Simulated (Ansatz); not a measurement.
The input (input.yaml):

```yaml
crystal:
  periodic: [false, false, false]
  atoms:
    - { symbol: C, position_ang: [0.092, 2.2032, 0.7464] }
    - { symbol: Si, position_ang: [0.4242, 0.4636, 1.0203] }
    - { symbol: Si, position_ang: [-0.5402, -0.8154, -0.6873] }
    - { symbol: "N", position_ang: [-0.0574, -2.4563, -0.6013] }
    - { symbol: O, position_ang: [0.0787, -0.4223, -2.1817] }
    - { symbol: H, position_ang: [0.4512, 2.6136, -0.2204] }
    - { symbol: H, position_ang: [0.4992, 2.8748, 1.5284] }
    - { symbol: H, position_ang: [-0.9974, 2.4457, 0.7154] }
    - { symbol: H, position_ang: [-0.1131, 0.0414, 2.3772] }
    - { symbol: H, position_ang: [1.9036, 0.2515, 1.0875] }
    - { symbol: H, position_ang: [-1.9893, -0.7143, -0.6623] }
    - { symbol: H, position_ang: [-0.5037, -2.8663, 0.2658] }
    - { symbol: H, position_ang: [0.8279, -2.5593, -0.5403] }
    - { symbol: H, position_ang: [-0.0886, -1.0893, -2.8189] }
basis:
  gaussian: { orbitals: def2-SVP }
hamiltonian:
  xc: pbe0
  dispersion: d4
relax:
  f_tol: 0.015
  max_steps: 40
```

Launched with:

```bash
$ ansatz run input.yaml --threads 2 --pin off --max-ram 3072MiB --backend cpu --events-out ev --progress --plain --runs-dir out
```

Hardware: 2 threads of Arm Neoverse V2, on a shared host.

Problem. Roughly how long does this run take, and how much memory?

Solution. 79 s, with a peak of 0.29 GiB, for 24 ionic steps.
